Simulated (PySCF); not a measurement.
C5H6F3O3S (charge -1).
Numbering: `[CH3:1][C@@:2]1([S:3](=[O:4])(=[O:5])[O-:6])[CH2:7][C@H:8]1[C:9]([F:10])([F:11])[F:12]` (hydrogens: H13, H14, H15 on C1; H16, H17 on C7; H18 on C8)
Bond orders are those of one Lewis drawing.

Computed by this run: PBE0-D3(BJ)/def2-SVP geometry optimisation, gas phase in PySCF; density fitting, grid level 1; the optimiser is geomeTRIC in internal coordinates, started from a GFN2-xTB structure with every atom displaced at random (about 0.01 Å).

Step 2: E = -30368.4888 eV
```
atom  x, y, z in Å  |  force x, y, z in eV/Å
C1     -0.4877    0.8635   -1.2946    0.015  -0.136  -0.137
C2     -0.4584   -0.0890   -0.1328   -0.025   0.026   0.060
S3     -2.0462   -0.0999    0.7708   -0.385  -0.259  -0.615
O4     -3.0362   -0.4632   -0.2838    0.430   0.162   0.562
O5     -1.8543   -1.1364    1.8165   -0.054   0.063   0.018
O6     -2.1574    1.2809    1.2818   -0.045  -0.011   0.035
C7      0.2720   -1.3880   -0.1510   -0.042  -0.056  -0.001
C8      0.7131   -0.2912    0.7804    0.179   0.079  -0.118
C9      2.0184    0.3973    0.5879   -0.061   0.087   0.070
F10     2.9834   -0.1521    1.3489    0.052  -0.072   0.123
F11     1.9748    1.6963    0.9267   -0.052  -0.048   0.009
F12     2.4813    0.3513   -0.6729   -0.038  -0.012  -0.157
H13    -1.2825    0.5403   -1.9868    0.011   0.042   0.106
H14    -0.7401    1.8674   -0.9281    0.015   0.057  -0.001
H15     0.4661    0.8917   -1.8412    0.016   0.039   0.046
H16     0.9042   -1.6074   -1.0172    0.006   0.036   0.002
H17    -0.2324   -2.2368    0.3175    0.010   0.008   0.006
H18     0.4588   -0.4147    1.8377   -0.033  -0.007  -0.008
```

Step 3: E = -30368.4966 eV
```
atom  x, y, z in Å  |  force x, y, z in eV/Å
C1     -0.4787    0.8606   -1.3003   -0.085   0.007   0.010
C2     -0.4585   -0.0880   -0.1358   -0.038  -0.025   0.070
S3     -2.0451   -0.1028    0.7708   -0.261  -0.019  -0.072
O4     -3.0318   -0.4875   -0.2624    0.093   0.013   0.043
O5     -1.8532   -1.1181    1.8355    0.094  -0.037   0.004
O6     -2.1792    1.2801    1.2714    0.058   0.038  -0.037
C7      0.2692   -1.3884   -0.1562   -0.006  -0.027   0.042
C8      0.7144   -0.2918    0.7738    0.031  -0.020  -0.027
C9      2.0142    0.3978    0.5877    0.059   0.020   0.011
F10     2.9802   -0.1563    1.3505   -0.022   0.022  -0.018
F11     1.9642    1.6932    0.9328    0.008  -0.021   0.003
F12     2.4734    0.3571   -0.6780    0.010   0.006   0.001
H13    -1.2889    0.5591   -1.9847    0.077   0.005   0.065
H14    -0.7101    1.8683   -0.9296   -0.014   0.060   0.005
H15     0.4783    0.8858   -1.8374    0.016  -0.025  -0.053
H16     0.9004   -1.6021   -1.0228    0.022   0.005  -0.042
H17    -0.2292   -2.2392    0.3141   -0.005   0.002   0.005
H18     0.4573   -0.4177    1.8303   -0.036  -0.003  -0.011
```

Step 4: E = -30368.4988 eV
```
atom  x, y, z in Å  |  force x, y, z in eV/Å
C1     -0.4828    0.8621   -1.2983    0.008   0.067   0.062
C2     -0.4596   -0.0877   -0.1347    0.001   0.000   0.029
S3     -2.0478   -0.1026    0.7682    0.110   0.038   0.002
O4     -3.0271   -0.5010   -0.2620   -0.073  -0.027  -0.023
O5     -1.8384   -1.1085    1.8388   -0.025  -0.030   0.042
O6     -2.1787    1.2865    1.2529   -0.039   0.004   0.002
C7      0.2684   -1.3886   -0.1578    0.007  -0.001   0.005
C8      0.7156   -0.2931    0.7725   -0.008  -0.019  -0.017
C9      2.0164    0.3964    0.5907    0.032  -0.008   0.002
F10     2.9798   -0.1606    1.3553   -0.018   0.020  -0.044
F11     1.9658    1.6896    0.9411    0.013   0.006  -0.006
F12     2.4783    0.3597   -0.6750    0.000   0.006   0.041
H13    -1.2974    0.5611   -1.9721   -0.001  -0.012  -0.026
H14    -0.7086    1.8741   -0.9299    0.002  -0.012   0.002
H15     0.4703    0.8825   -1.8439    0.001  -0.026  -0.044
H16     0.8987   -1.5999   -1.0266    0.003  -0.001  -0.020
H17    -0.2304   -2.2392    0.3125    0.004  -0.003  -0.001
H18     0.4544   -0.4207    1.8278   -0.018  -0.003  -0.007
```

Task: Estimate the geometry and energy of step 5. (The exact step hangs on the optimiser's Hessian estimate; all steps are aligned on step 4, rigid shifts and turns removed.)

Result: E = -30368.4997 eV, largest force 0.096 eV/Å
```
atom  x, y, z in Å  |  force x, y, z in eV/Å
C1     -0.4824    0.8638   -1.2976    0.026   0.043   0.043
C2     -0.4598   -0.0868   -0.1338    0.000   0.012   0.009
S3     -2.0493   -0.1027    0.7690    0.078   0.035   0.043
O4     -3.0294   -0.5121   -0.2558   -0.048  -0.029  -0.048
O5     -1.8368   -1.1011    1.8467   -0.003  -0.008   0.018
O6     -2.1883    1.2892    1.2440   -0.015  -0.004   0.001
C7      0.2686   -1.3879   -0.1603    0.008   0.007  -0.008
C8      0.7162   -0.2941    0.7717    0.008   0.006  -0.011
C9      2.0183    0.3962    0.5931    0.032  -0.009  -0.006
F10     2.9816   -0.1633    1.3544   -0.009  -0.010   0.000
F11     1.9702    1.6883    0.9475   -0.016   0.012   0.004
F12     2.4829    0.3639   -0.6711   -0.024  -0.002  -0.005
H13    -1.2996    0.5633   -1.9680   -0.027  -0.005  -0.031
H14    -0.7025    1.8781   -0.9316    0.009  -0.025   0.000
H15     0.4671    0.8756   -1.8515   -0.010  -0.015  -0.008
H16     0.8979   -1.5968   -1.0315   -0.012   0.001   0.002
H17    -0.2298   -2.2395    0.3087    0.007  -0.005  -0.003
H18     0.4518   -0.4240    1.8259   -0.005  -0.004   0.000
```

The energy changes by -0.0010 eV. The first-order estimate −F·Δx gives -0.0015 eV and the mean of the old and new forces, exact on a quadratic surface, -0.0010 eV. The step makes an angle of 76° with the force vector and moves no atom by more than 0.013 Å.

What follows is the cost of the whole optimisation. Hardware: AMD EPYC, one thread, no GPU, shared host. Cost: 14 min of wall time, 0.91 GiB resident at most.
